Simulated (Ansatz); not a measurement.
Geometry optimisation, UKS BHLYP/def2-SVP in Ansatz 0.2.0.

Input:

```yaml
crystal:
  periodic: [false, false, false]
  atoms:
    - { symbol: F, position_ang: [1.0334, -2.631, 1.1399] }
    - { symbol: Al, position_ang: [-0.4844, -1.5464, 1.0369] }
    - { symbol: O, position_ang: [-0.9204, -0.6645, -0.5387] }
    - { symbol: Si, position_ang: [-0.0136, 0.8628, -0.4289] }
    - { symbol: H, position_ang: [-1.37333, -0.54775, -1.41124] }
    - { symbol: H, position_ang: [-0.5868, 1.6372, 0.7252] }
    - { symbol: H, position_ang: [1.3948, 0.6618, -0.3135] }
magnetization:
  spin_polarized: true
  initial_magnetization: 1
basis:
  gaussian: { orbitals: def2-SVP }
hamiltonian:
  xc: { name: BHLYP }
relax:
  f_tol: 0.02
  max_steps: 50
```

Command:

```bash
$ ansatz run input.yaml --threads 2 --pin off --max-ram 3072MiB --backend cpu --events-out ev --progress --plain --runs-dir out
```

Where does it end, and by what steps?

It converged. After 17 steps the energy has fallen by 1.698 eV; H5 moved furthest, 1.65 Å.

| step | energy less start (eV) | largest force component (eV/Å) | accepted |
| --- | --- | --- | --- |
| 0 | 0.0000 | 2.927 | yes |
| 1 | -0.6120 | 2.059 | yes |
| 2 | -1.0028 | 0.986 | yes |
| 3 | -1.1417 | 0.908 | yes |
| 4 | -1.2846 | 0.753 | yes |
| 5 | -1.3958 | 0.953 | yes |
| 6 | -1.5054 | 0.202 | yes |
| 7 | -1.5712 | 0.382 | yes |
| 8 | -1.6219 | 0.867 | yes |
| 9 | -1.6543 | 0.635 | yes |
| 10 | -1.6746 | 0.130 | yes |
| 11 | -1.6882 | 0.115 | yes |
| 12 | -1.6916 | 0.183 | yes |
| 13 | -1.6938 | 0.148 | yes |
| 14 | -1.6953 | 0.169 | yes |
| 15 | -1.6974 | 0.046 | yes |
| 16 | -1.6973 | 0.087 | no |
| 17 | -1.6977 | 0.017 | yes |

```xyz
7
Properties=species:S:1:pos:R:3
F -0.189 -2.960 0.261
Al -0.627 -1.960 1.576
O -0.292 -0.517 -0.068
Si -0.247 1.104 -0.547
H -0.060 -1.224 -0.683
H -0.661 1.867 0.650
H 1.128 1.461 -0.980
```

Whether the end is a true minimum wasn't checked by a vibrational analysis.

Run time: 56 s on 2 threads of Intel(R) Xeon(R) Platinum 8259CL CPU @ 2.50GHz (Skylake/Cascade Lake), with other jobs on the host, peak memory 0.22 GiB.
